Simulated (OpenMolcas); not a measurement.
# Ne²⁺: effect of the IPEA shift

```
Program             : OpenMolcas
Basis               : ANO-RCC-VTZP [4s3p2d1f]
Scalar Hamiltonian  : DKH2, point nucleus
Active space        : 6 electrons in 9 orbitals (RAS2 2s 2p; RAS3 3d, at most 2 electrons)
State averaging     : 2S+1 = 3 even, 3 roots; 2S+1 = 1 even, 6 roots; 2S+1 = 3 odd, 3 roots; 2S+1 = 1 odd, 3 roots
Spin-orbit coupling : state interaction with AMFI integrals over the reference wave functions, term energies averaged over their components
```

Methods on the same reference wave functions:
A. RASSCF
B. SS-RASPT2, IPEA 0 Eh, imaginary shift 0.1 Eh (closed shells correlated: 1s)
C. SS-RASPT2, IPEA 0.25 Eh, imaginary shift 0.1 Eh (closed shells correlated: 1s)

Energies in eV above 2s2 2p4 3P2, the measured ground level; measured values from Moore, Atomic Energy Levels, vol. I, NSRDS-NBS 35 (1971 reprint of NBS Circular 467, 1949).

| Level | A | B | C | Measured |
| --- | --- | --- | --- | --- |
| 2s2 2p4 3P2 | 0.0000 | 0.0000 | 0.0000 | 0.0000 |
| 2s2 2p4 3P1 | 0.0741 | 0.0741 | 0.0741 | 0.0806 |
| 2s2 2p4 3P0 | 0.1092 | 0.1092 | 0.1092 | 0.1149 |
| 2s2 2p4 1D2 | 3.3760 | 3.260 | 3.259 | 3.2039 |
| 2s2 2p4 1S0 | 7.1748 | 6.979 | 6.985 | 6.9117 |
| 2s 2p5 3P* 2 | 25.7150 | 25.373 | 25.379 |  |
| 2s 2p5 3P* 1 | 25.7862 | 25.444 | 25.450 | 25.4018 |
| 2s 2p5 3P* 0 | 25.8221 | 25.480 | 25.486 | 25.4421 |
| 2s 2p5 1P* 1 | 37.0052 | 36.231 | 36.240 |  |

Deviations, from unrounded energies. A percentage is the sum of absolute deviations over the sum of measured energies, with the sign that they share, or ± where signs differ.

```tsv
Against measurement	Levels	A	B	C
mean absolute deviation (cm-1)	6	1600	290	310
fine structure of the ground term (%)	2	-6.2	-6.2	-6.2
other terms of the ground configuration (%)	2	+4.3	+1.2	+1.3
other configurations (%)	2	+1.5	+0.2	+0.2
```

B lies closest to measurement on these levels and A furthest from it. The largest miss of B in the table is 2s2 2p4 1S0, by +540 cm-1. The ranking rests on the paired levels alone, and a cruder setting can come out closer through cancelling errors.

Between B and C the level of the table that moves most is 2s 2p5 1P* 1, by 74 cm-1 (lowest in B, highest in C). Moves below CASPT2's spread within the term are not significant.

From A to B the spin-free energies of the other terms of 2s2 2p4 shown, above 3P, scale by a factor of 0.97.

The lowest spin-free term lies below A's lowest term by 0.094 hartree in B, 0.093 hartree in C.

CASPT2 does not keep the components of a term degenerate, so their means are used; among the terms shown or strongly mixed into the levels shown the widest spread is 12 cm-1 (2s2 2p4 1D, C). Active for correlation alone: 3d; no level in the range computed is led by a configuration that fills it, so any true level of that kind is missing. Measured partners are found by configuration, term and J. A level has none where our copy of the source lacks it or the pairing is in doubt (some pairs that miss far off the trend of their configuration count as doubtful), and it then counts in no deviation. Only configurations of the active space appear.

* marks odd parity.
